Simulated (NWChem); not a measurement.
Everything below was run with NWChem. System: HCu, charge 0, spin multiplicity 1, at a geometry optimised with PBE/def2-SVP. The structure started from a generated list of species. Level: G0W0@HF/def2-TZVP, RI basis def2-tzvp-rifit.

NWChem printed:

```
             Northwest Computational Chemistry Package (NWChem) 7.3.0
             --------------------------------------------------------

                                NWChem Input Module
                                -------------------

 Scaling coordinates for geometry "geometry" by  1.889725989
 (inverse scale =  0.529177249)

 Turning off AUTOSYM since
 SYMMETRY directive was detected!

                             Geometry "geometry" -> ""
                             -------------------------

 Output coordinates in angstroms (scale by  1.889725989 to convert to a.u.)

  No.       Tag          Charge          X              Y              Z
 ---- ---------------- ---------- -------------- -------------- --------------
    1 Cu                  29.0000     0.00000000     0.00000000     0.04877500
    2 H                    1.0000     0.00000000     0.00000000    -1.41446800

 Effective nuclear repulsion energy (a.u.)      10.4877591904

            Nuclear Dipole moment (a.u.)
            ----------------------------
        X                 Y               Z
 ---------------- ---------------- ----------------
     0.0000000000     0.0000000000     0.0000132281

      Symmetry information
      --------------------

 Group name             C2v
 Group number             16
 Group order               4
 No. of unique centers     2

      Symmetry unique atoms

     1    2


 Summary of "ao basis" -> "" (spherical)
 ------------------------------------------------------------------------------
       Tag                 Description            Shells   Functions and Types
 ---------------- ------------------------------  ------  ---------------------
 *                         def2-tzvp                  on all atoms

 new library libraries.bse/

 Summary of "ri basis" -> "" (spherical)
 ------------------------------------------------------------------------------
       Tag                 Description            Shells   Functions and Types
 ---------------- ------------------------------  ------  ---------------------
 *                      def2-tzvp-rifit               on all atoms

  xc_inp: hfexch multiplicative factor not found.

                                 NWChem DFT Module
                                 -----------------

 Summary of "ao basis" -> "ao basis" (spherical)
 ------------------------------------------------------------------------------
       Tag                 Description            Shells   Functions and Types
[...]
  ----- ------------  ---------------      ----- ------------  ---------------
    36      1.190580  1 Cu d  0              48     -0.735112  2 H  s
     6      0.521981  1 Cu s                 18     -0.278326  1 Cu pz
     5     -0.236999  1 Cu s                 31     -0.166782  1 Cu d  0
    21     -0.144640  1 Cu d  0               4      0.080750  1 Cu s
    46      0.062179  2 H  s                 26     -0.060412  1 Cu d  0

 center of mass
 --------------
 x =   0.00000000 y =   0.00000000 z =   0.04858570

 moments of inertia (a.u.)
 ------------------
           7.584300997704           0.000000000000           0.000000000000
           0.000000000000           7.584300997704           0.000000000000
           0.000000000000           0.000000000000           0.000000000000

     Multipole analysis of the density
     ---------------------------------

     L   x y z        total         alpha         beta         nuclear
     -   - - -        -----         -----         ----         -------
     0   0 0 0     -0.000000    -15.000000    -15.000000     30.000000

     1   1 0 0      0.000000      0.000000      0.000000      0.000000
     1   0 1 0      0.000000      0.000000      0.000000      0.000000
     1   0 0 1      1.575790      0.787888      0.787888      0.000013

     2   2 0 0    -10.272538     -5.136269     -5.136269      0.000000
     2   1 1 0     -0.000000     -0.000000     -0.000000      0.000000
     2   1 0 1      0.000000      0.000000      0.000000      0.000000
     2   0 2 0    -10.272538     -5.136269     -5.136269      0.000000
     2   0 1 1     -0.000000     -0.000000     -0.000000      0.000000
     2   0 0 2    -11.939137     -9.665104     -9.665104      7.391070

 Task  times  cpu:        8.6s     wall:        8.6s

                                NWChem Input Module
                                -------------------

                                 NWChem GW Module
                                 ----------------

                             ***********************
                             ***        GW       ***
                             ***********************

 Summary of "ri basis" -> "ri basis" (spherical)
 ------------------------------------------------------------------------------
       Tag                 Description            Shells   Functions and Types
 ---------------- ------------------------------  ------  ---------------------
 Cu                     def2-tzvp-rifit             38      182   9s8p8d6f5g2h
 H                      def2-tzvp-rifit              7       15   4s2p1d

                 Memory Information
                 ------------------
          Available GA per process is          1700.0 MBs
          Available stack per process is        700.0 MBs
          Available heap per process is         199.9 MBs

          Peak memory in Initialization
              Peak GA per process is                  1.6 MBs
              Peak stack per process is               0.0 MBs
              Peak heap per process is                1.8 MBs
              Memory not in MA per process            0.0 MBs

          Peak memory in AFF Calculation
              Peak GA per process is                  4.3 MBs
              Peak stack per process is               2.2 MBs
              Peak heap per process is                0.0 MBs
              Memory not in MA per process            2.2 MBs

          Computing 2-center integrals
          Computing Inverse Cholesky factor
          Computing 3-center integrals
          Computing V_xc ...
          Computing Sigma_x
          Computing RPA polarizability
          Solving quasiparticle equations

                  Alpha Orbitals
          State     Energy (eV)     Error (eV)
          -----------------------------------
@GW        12        -10.028           0.003
@GW        13         -9.999           0.002
@GW        14         -9.999           0.002
@GW        15         -8.722           0.003
@GW        16          0.451           0.002
@GW        17          4.966           0.003

   Applying   0.3964 eV scissor-shift to rest of particle states

   Applying  -0.2793 eV scissor-shift to rest of hole states

     GW Timing Statistics
   ------------------------
   Init.   :          0.2s
     ERIs  :          0.3s
     Distr.:          0.0s
     Vxc   :          0.9s
   Sigma_x :          0.0s
   RPA     :          0.1s
   Wmn     :          0.0s
   Sigma_c :          0.0s
   GW total:          1.4s

 Task  times  cpu:        1.4s     wall:        1.4s

 Total times  cpu:       10.0s     wall:       10.0s
```

Q: Write an NWChem input that would produce this output.

A: One answer among several that fit: 
```
start mol
memory heap 200 mb stack 700 mb global 1700 mb
geometry units angstroms nocenter noautoz
  Cu     0.000000     0.000000     0.048775
  H      0.000000     0.000000    -1.414468
  symmetry group C2v
end
basis spherical
  * library def2-tzvp
end
basis "ri basis" bse spherical
  * library def2-tzvp-rifit
end
dft
  xc hfexch
  iterations 100
  direct
  tolerances tight
end
task dft energy
gw
  states alpha occ 4 vir 2
end
task dft gw
```
